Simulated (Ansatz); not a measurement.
Correlation energies of `BN([SiH2][SiH3])[Si](C)(C)C` by basis set

```xyz
24

B     0.841   -0.813   -1.888
N     0.594   -0.450   -0.553
Si    1.988    0.137    0.344
Si    2.520    2.330   -0.278
Si   -1.001   -0.526    0.215
C    -2.308   -0.930   -1.051
C    -0.960   -1.844    1.538
C    -1.352    1.145    0.977
H    -0.037   -1.217   -2.595
H     1.957   -0.713   -2.328
H     1.658    0.115    1.798
H     3.148   -0.766    0.132
H     2.810    2.398   -1.736
H     3.711    2.819    0.471
H     1.373    3.233    0.016
H    -2.157   -1.915   -1.496
H    -3.287   -0.926   -0.564
H    -2.331   -0.195   -1.859
H    -0.746   -2.824    1.103
H    -0.196   -1.635    2.291
H    -1.924   -1.907    2.050
H    -1.364    1.929    0.216
H    -2.329    1.140    1.469
H    -0.608    1.417    1.730
```

Charge 0, multiplicity 1. Geometry: relaxed with PBE0-D4/def2-TZVP. It is one conformer, not always the lowest. Frozen core, restricted reference, Ansatz 0.2.0. CBS rows extrapolate triple and quadruple zeta; past MP2 they add the triple-zeta difference.

```tsv
basis	HF (Eh)	MP2 corr.
def2-SVP	-1068.53809	-0.99127
def2-TZVPP	-1069.07414	-1.22627
def2-QZVPP	-1069.11108	-1.30787
```

Estimate the CCSD correlation energy and the (T) correction in each basis where they were run (hartree).


```
     basis  CCSD corr.       (T)
  def2-SVP    -1.10818  -0.03314
def2-TZVPP    -1.33128  -0.05248
 CBS(def2)    -1.47333     as TZ
```
